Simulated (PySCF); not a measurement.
Species: C₅H₁₀N₂OSi.
Numbering: `[CH3:1][O:2][C@:3]1([C:4]#[N:5])[CH2:6][CH2:7][NH:8][SiH2:9]1` (hydrogens: H10, H11, H12 on C1; H13, H14 on C6; H15, H16 on C7; H17 on N8; H18, H19 on Si9)

Method: PBE0-D3(BJ)/def2-SVP geometry optimisation, gas phase (PySCF).

(1) List the bond lengths, angles and torsions at this level.

Results:

(1) 
| bond | length (Å) | order |
| --- | --- | --- |
| C1–O2 | 1.405 | single |
| O2–C3 | 1.411 | single |
| C3–C4 | 1.462 | single |
| C4≡N5 | 1.159 | triple |
| C3–C6 | 1.541 | single |
| C6–C7 | 1.525 | single |
| C7–N8 | 1.452 | single |
| N8–Si9 | 1.731 | single |
| C3–Si9 | 1.934 | single |
| C1–H10, C1–H11, C1–H12 | 1.103 | single |
| C6–H13 | 1.102 | single |
| C6–H14 | 1.101 | single |
| C7–H15 | 1.107 | single |
| C7–H16 | 1.104 | single |
| N8–H17 | 1.011 | single |
| Si9–H18 | 1.495 | single |
| Si9–H19 | 1.492 | single |

Bonds in one row agree within 0.01 Å and their mean is given. Orders are formal, as drawn. A selection of angles:
| angle | degrees |
| --- | --- |
| O2–C1–H10 | 111.6 |
| O2–C1–H11 | 106.7 |
| O2–C1–H12 | 112.6 |
| H10–C1–H11 | 108.7 |
| H11–C1–H12 | 108.4 |
| C1–O2–C3 | 116.4 |
| O2–C3–C4 | 111.8 |
| O2–C3–C6 | 113.1 |
| O2–C3–Si9 | 104.0 |
| C4–C3–C6 | 112.2 |
| C4–C3–Si9 | 114.8 |
| C6–C3–Si9 | 100.3 |
| C3–C4–N5 | 179.0 |
| C3–C6–C7 | 107.8 |
| C3–C6–H13 | 108.3 |
| C3–C6–H14 | 111.6 |
| C7–C6–H13 | 109.8 |
| C7–C6–H14 | 112.1 |
| H13–C6–H14 | 107.1 |
| C6–C7–N8 | 106.6 |
| C6–C7–H15 | 109.5 |
| C6–C7–H16 | 109.7 |
| N8–C7–H15 | 112.4 |
| N8–C7–H16 | 111.5 |
| H15–C7–H16 | 107.2 |
| C7–N8–Si9 | 114.3 |
| C7–N8–H17 | 116.5 |
| Si9–N8–H17 | 125.2 |
| N8–Si9–H18 | 115.0 |
| N8–Si9–H19 | 116.3 |
| C3–Si9–N8 | 92.2 |
| C3–Si9–H18 | 112.2 |
| C3–Si9–H19 | 111.8 |
| H18–Si9–H19 | 108.6 |

Dihedral angles: C1–O2–C3–C4 60° (synclinal); O2–C3–C6–C7 -68° (synclinal); C3–C6–C7–N8 -45° (synclinal); C6–C7–N8–Si9 25° (synperiplanar); C7–N8–Si9–C3 0° (synperiplanar); O2–C3–Si9–N8 93° (anticlinal).

N8 (silicon-bound nitrogen) has angles 125.2°, 116.5° and 114.3°, sum 356.0°, 0.15 Å off the plane of its three neighbours. Of the pairs four or more bonds apart, C4···H10 is among the closest relative to their van der Waals radii: 2.56 Å, 88 % of the sum of Bondi's values. Si9 (SiH2 silicon) has angles from 92.2° to 116.3°. O2 (ether oxygen) is bent (angle 116.4°). The 2 C–N bonds span 1.159 Å (C4≡N5, drawn triple) to 1.452 Å (C7–N8, drawn single), a spread of 0.293 Å. The C–C distances run from 1.462 Å (C3–C4, drawn single) to 1.541 Å (C3–C6, drawn single), a spread of 0.079 Å. The 5-membered ring C3–C6–C7–N8–Si9 has internal angles of 92.2° to 114.3° (sum 521°, against 540° for a flat polygon); it is puckered, 0.19 Å rms from its mean plane, widest ring torsion 45°.

Point group: C1 (no symmetry element, even within 0.4 Å). No frequency check. One conformer, not necessarily the lowest.

On Intel Xeon at 2.50 GHz, one thread, on a shared host, this took 12 min wall and 0.85 GiB of memory at its peak. These figures are those of the optimisation.
